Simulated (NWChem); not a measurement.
Molecule: SiH$_{3}$SeO$_{2}$F; SMILES O[Si](O)(F)[SeH]

```xyz
8

O      0.6515    -1.4170    -1.4056
Si     0.0123    -0.8400    -0.0104
O      0.9139    -1.4361     1.2328
F     -1.5128    -1.3361     0.1480
Se     0.0208     1.4329     0.0046
H      0.9095    -2.3514    -1.3878
H      0.5800    -1.2780     2.1276
H     -1.2777     1.5209    -0.6999
```
Atoms are numbered in this order, from 1.

All runs: NWChem. Coordinates come from a B3LYP/6-31G* (spherical d) optimisation. Level r2SCAN/def2-SVP: energy and gradient on several grids; changes count from the extra-fine grid, which is no exact limit either.

Task: Which is the coarsest grid (medium; fine; xfine; xcoarse; coarse) from which on the energy stays within 100 μHa and each gradient component within 200 μHa/bohr of xfine?

Result: fine.
```json
[
 {"grid": "xcoarse", "size of the energy change (μHa)": "10000", "largest change of a gradient component (μHa/bohr)": "5000", "time, medium = 1 (rough)": "about 1"},
 {"grid": "coarse", "size of the energy change (μHa)": "900", "largest change of a gradient component (μHa/bohr)": "300", "time, medium = 1 (rough)": "about 1"},
 {"grid": "medium", "size of the energy change (μHa)": "200", "largest change of a gradient component (μHa/bohr)": "400", "time, medium = 1 (rough)": "about 1"},
 {"grid": "fine", "size of the energy change (μHa)": "< 10", "largest change of a gradient component (μHa/bohr)": "80", "time, medium = 1 (rough)": "about 1"},
 {"grid": "xfine", "size of the energy change (μHa)": "< 10", "largest change of a gradient component (μHa/bohr)": "< 30", "time, medium = 1 (rough)": "2"}
]
```
